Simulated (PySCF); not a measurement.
Gas-phase reaction: 2 Sb(CH₃)₃ + 3 C₃H₆ (propylene) ⇌ Sb₂ + 3 CH₃C(CH₃)₂CH₃. Level: ωB97X-V/def2-TZVP†; standard pressure 1 bar.

Computed with PySCF and rigid-rotor harmonic-oscillator thermochemistry at 1 bar. † marks an energy on the PBE0/def2-TZVP geometry and frequencies. All species are closed-shell singlets. Sb: scalar-relativistic def2 core potential, no spin-orbit coupling. The harmonic model lacks anharmonicity and excited electronic states, which grow with temperature; levels with a mode under 35 cm⁻¹ are left out. Internal rotation in C₃H₆ (propylene), CH₃C(CH₃)₂CH₃ is treated as a harmonic vibration of one conformer, which makes the entropy rough. Soft modes under 120 cm⁻¹ make the harmonic entropy rough for Sb(CH₃)₃.

```tsv
T (K)	1000/T (1/K)	log10 K
500	2.0000	17.36
600	1.6667	11.37
800	1.2500	3.84
1000	1.0000	?
1200	0.8333	-3.70
1400	0.7143	-5.84
```

Task: Fit log10 K = a + b·(1000/T) to the five rows, get the mean ΔH° and ΔS°, and predict log10 K at 1000 K.

Result: Means: 1000/T = 1.2929, log10 K = 4.606. Sums of products about the means: Sxy = 21.44109, Sxx = 1.187567, so b = Sxy/Sxx = 18.05 and a = 4.606 − (18.05)×1.2929 = -18.73.
ΔH° = −R ln 10 × 1000 K × b = −19.145 × (18.05) = -346 kJ; ΔS° = R ln 10 × a = -359 J/K. The run's own values go from -343 kJ and -353 J/K at 500 K to -343 kJ and -357 J/K at 1400 K.
Prediction at 1000 K: -18.73 + (18.05)×1.0000 = -0.68. The computed value is -0.69, 0.01 from the line.
For scale, ΔH°(298 K) is -336 kJ at this level, -326 kJ at ωB97M-V/def2-TZVP†, and runs from -594 to -244 kJ over the 15 levels computed.
